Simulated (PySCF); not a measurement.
## Two-component Hartree-Fock for Ge(3+) (germanium, charge +3)

Start: [Ar] 3d9 4s2; 3d3/2 filled at m_j = -3/2, -1/2, +1/2, +3/2; 3d5/2 filled at m_j = -3/2, -1/2, +1/2, +3/2, +5/2. Calculated with PySCF 2.14 in x2c-TZVPall-2c (6s7p4d1f, 54 functions): generalised Hartree-Fock with the X2C-1e Hamiltonian and a Gaussian nucleus; one run each with spin-orbit coupling (SO) switched off, then screened by Boettger's factors. This is a chosen level, not necessarily the ground level.

```csv
spinor shell,electrons,"ε, spin-free (eV)","ε, screened SO (eV)",weight of nominal j (screened SO),"rms radius, screened SO (bohr)"
1s1/2,2,-11227.4,-11227.1,1.000,0.0542
2s1/2,2,-1502.6,-1502.5,1.000,0.227
2p1/2,2,-1314.3,-1336.5,0.999,0.201
2p3/2,4,-1314.3,-1303.5,1.000,0.204
3s1/2,2,-246.69,-246.67,1.000,0.661
3p1/2,2,-186.13,-190.65,0.961,0.683
3d3/2,4,-88.582,-89.496,0.852,0.764
3d5/2,5,-88.582,-87.877,0.882,0.770
4s1/2,2,-46.920,-46.919,1.000,1.95
```

(1) Where does 3p3/2 lie, and what is the 3p spin-orbit splitting (screened SO)?

```csv
quantity,spin-free,screened SO
E (hartree),-2094.03123,-2094.11694
M_J,5/2,5/2
⟨J²⟩,8.753,8.753
⟨L²⟩,6.002,6.004
⟨S²⟩,0.750,0.752
```

Each row is a mean over spinors that exchange with the open shell spreads, by up to 9.067 eV (3p3/2).

Rows whose weight is well below 1 are mixtures of j = l ± 1/2: exchange outweighs spin-orbit coupling there, and the label is only the starting occupation.

Without spin-orbit coupling the j labels of p, d and f shells carry no meaning; the spin-free column gives the mean over the occupied spinors of each nl shell.

Results:

(1) At -183.92 eV, 6.733 eV above 3p1/2.
